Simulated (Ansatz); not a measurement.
A structure relaxed at B3LYP-D4/def2-SVP in Ansatz, charge 1, singlet:

```xyz
6

In   -1.494    0.350   -1.617
Pt   -0.226   -0.929    1.514
Pt   -0.653    1.486    0.926
Pt    1.339   -0.547   -0.425
Pt    1.749    1.845    0.231
Pt   -0.715   -2.204   -0.629
```

**Question.** Give its formula.

**Answer.** InPt5⁺.

**Question.** Summarise the bond lengths by kind (pairs closer than 1.2 times the sum of covalent radii, bridged metal pairs left out).

**Answer.** 7 × Pt–Pt 2.51 to 3.15 Å; 3 × In–Pt 2.85 to 3.20 Å.

In the def2 sets In, Pt take a core potential; there is no spin–orbit coupling. The restricted singlet is unstable towards broken spin symmetry at other levels; at B3LYP-D4/def2-SVP this wasn't settled. Another isomer (singlet) lies 0.19 eV lower at PBE0-D4/def2-TZVP; other spin states weren't run for this one.
